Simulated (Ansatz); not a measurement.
Cost and result up the ladder for C8H16N2O (relaxed from a model of 1-butyl-3-methylimidazolium hydroxide, whose bonding it doesn't keep) (27 atoms). The state is a singlet with charge 0. Geometry: PBE-D4/def2-SVP.

```xyz
27

C    -2.3697   -1.0939    2.8120
C    -1.7921   -0.0985    1.8055
C    -2.1145   -0.4624    0.3524
C    -1.5248    0.4858   -0.7001
N    -0.0680    0.4829   -0.7553
C     0.7548    1.2355    0.0827
C     2.1570    1.0034   -0.3596
N     1.9705   -0.2518   -1.1149
C     3.0680   -0.8347   -1.8492
C     0.6473   -0.3839   -1.4837
H    -3.4758   -1.1656    2.7305
H    -2.1307   -0.8038    3.8559
H    -1.9611   -2.1143    2.6495
H    -2.1837    0.9231    2.0162
H    -0.6886   -0.0222    1.9178
H    -1.7601   -1.4955    0.1358
H    -3.2183   -0.4794    0.2033
H    -1.8968    0.2151   -1.7094
H    -1.8466    1.5305   -0.5052
H     0.3754    2.1705    0.5107
H     2.9327    0.8554    0.4290
H     2.7709   -1.8260   -2.2486
H     3.9308   -0.9823   -1.1665
H     3.4112   -0.1930   -2.6921
H     0.2334   -1.2013   -2.0820
O     2.7596    2.0613   -1.1609
H     2.0192    2.4453   -1.6740
```

Ansatz on 4 threads of AMD EPYC 7R43 on a shared host. Times are rough, and most runs start from the orbitals of an earlier one. PBE0-D4/def2-TZVP serves as the yardstick here, not as an exact answer. Differences are given only for rows in sets of like size (and for xTB, whose basis is part of the method), since another set adds its own error. Binding counts from free atoms at the same level (C triplet, N quartet, H doublet, O triplet; other spins of the atoms weren't run), without zero-point energy or a counterpoise term.

B3LYP takes the VWN-RPA correlation. Correlated methods freeze 11 core orbitals. The rows differ in basis, and correlated rows in double-zeta sets carry the largest basis error.

Run but left out: HF/STO-3G, HF/6-31G (restricted singlet, unstable in another Hartree–Fock run and untested here).

Correlated methods converge slowly with the basis, most of all in double-zeta sets.

```json
{"level": "B3LYP-D4/6-31G", "functions": "131", "wall time": "2.8 s", "binding energy per atom (eV)": "4.08", "difference from PBE0-D4/def2-TZVP (eV)": "–", "remarks": "–"}
{"level": "PBE-D4/def2-SVP", "functions": "234", "wall time": "2.9 s", "binding energy per atom (eV)": "4.37", "difference from PBE0-D4/def2-TZVP (eV)": "–", "remarks": "–"}
{"level": "LDA (SPW92)/def2-TZVP", "functions": "437", "wall time": "4 s", "binding energy per atom (eV)": "4.86", "difference from PBE0-D4/def2-TZVP (eV)": "0.64", "remarks": "–"}
{"level": "PBE0-D4/def2-SVP", "functions": "234", "wall time": "5.5 s", "binding energy per atom (eV)": "4.28", "difference from PBE0-D4/def2-TZVP (eV)": "–", "remarks": "–"}
{"level": "MP2/def2-SVP", "functions": "234", "wall time": "7 s", "binding energy per atom (eV)": "4.06", "difference from PBE0-D4/def2-TZVP (eV)": "–", "remarks": "restricted SCF unstable"}
{"level": "PBE-D4/def2-TZVP (with forces)", "functions": "437", "wall time": "8 s", "binding energy per atom (eV)": "4.32", "difference from PBE0-D4/def2-TZVP (eV)": "0.09", "remarks": "–"}
{"level": "r2SCAN-D4/def2-TZVP", "functions": "437", "wall time": "11 s", "binding energy per atom (eV)": "4.19", "difference from PBE0-D4/def2-TZVP (eV)": "-0.03", "remarks": "–"}
{"level": "r2SCANh-D4/def2-TZVP", "functions": "437", "wall time": "18 s", "binding energy per atom (eV)": "4.16", "difference from PBE0-D4/def2-TZVP (eV)": "-0.06", "remarks": "–"}
{"level": "PBE0-D4/def2-TZVP (with forces)", "functions": "437", "wall time": "21 s", "binding energy per atom (eV)": "4.22", "difference from PBE0-D4/def2-TZVP (eV)": "0.00", "remarks": "–"}
```
